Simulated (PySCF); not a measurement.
Positional isomers: butadiene methyl+boryl. Isolated molecules, 0 K electronic values unless said otherwise. One relaxed conformer stands for each flexible species; it need not be the lowest. Strings in code marks are SMILES.

These are TPSSh-D3(BJ)/def2-TZVP // CAM-B3LYP-D3(BJ)/def2-TZVP (PySCF 2.14.0) values and carry that method's errors. All candidates: neutral, multiplicity 1. Excitations are Tamm–Dancoff values on a coarser integration grid. The basis has no diffuse functions, so Rydberg states are missing or too high.

```yaml
brightest of the four lowest singlets (TDA): 4.52 eV
S1 excitation (TDA): 4.52 eV
HOMO–LUMO gap: 3.84 eV
```

Problem. Which member has these values?
(A) `B/C=C/C=C\C`
(B) `B/C(C)=C\C=C`
(C) `B/C(C)=C/C=C`
(D) `B/C=C/C=C/C`

Solution. B, `B/C(C)=C\C=C`. The others give `B/C=C/C=C/C`: 4.94 eV, 4.94 eV, 4.00 eV; `B/C=C/C=C\C`: 4.87 eV, 4.87 eV, 3.95 eV; `B/C(C)=C/C=C`: 4.88 eV, 4.88 eV, 3.90 eV
